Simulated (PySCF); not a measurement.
Ge(Me)(OH)3 (CH6GeO3), SMILES [CH3][Ge]([OH])([OH])[OH]. Atoms are numbered in the order given.

```xyz
11

C      0.0000     0.0000    -1.9484
Ge     0.0000     0.0000    -0.0177
O     -0.8514    -1.4221     0.6393
O     -0.8059     1.4484     0.6393
O      1.6573    -0.0263     0.6393
H     -0.9900    -0.3039    -2.3170
H      0.2318     1.0093    -2.3170
H      0.7581    -0.7054    -2.3170
H     -0.3013    -1.8823     1.2881
H     -1.4794     1.2021     1.2881
H      1.7807     0.6802     1.2881
```
Charge 0, spin multiplicity 1.

Geometry: B3LYP-D3(BJ)/def2-SVP. The values are those of a single conformer.

Level of theory: B3LYP/pcSseg-1 (PySCF).

GIAO shieldings, no solvent; atoms alike by connectivity are averaged. δ = σ(ref) − σ: ¹³C against TMS (σ = 181.3 ppm); ⁷³Ge against GeH4 (σ = 1631.8 ppm); ¹⁷O against H2O (σ = 333.8 ppm); ¹H against TMS (σ = 31.68 ppm), references at their B3LYP-D3(BJ)/def2-TZVP geometries, non-relativistic.

```json
[
 {"atoms": "C1", "nucleus": "¹³C", "count": "1", "δ (ppm)": "[?]"},
 {"atoms": "Ge2", "nucleus": "⁷³Ge", "count": "1", "δ (ppm)": "[?]"},
 {"atoms": "O3, O4, O5", "nucleus": "¹⁷O", "count": "3", "δ (ppm)": "66.5"},
 {"atoms": "H9, H10, H11", "nucleus": "¹H", "count": "3", "δ (ppm)": "1.52"},
 {"atoms": "H6, H7, H8", "nucleus": "¹H", "count": "3", "δ (ppm)": "0.95"}
]
```

Some entries are withheld; supply them. (An estimate is asked for; the answer gives what the named calculation found.)


- C1, δ (ppm): 1.4
- Ge2, δ (ppm): 400.5
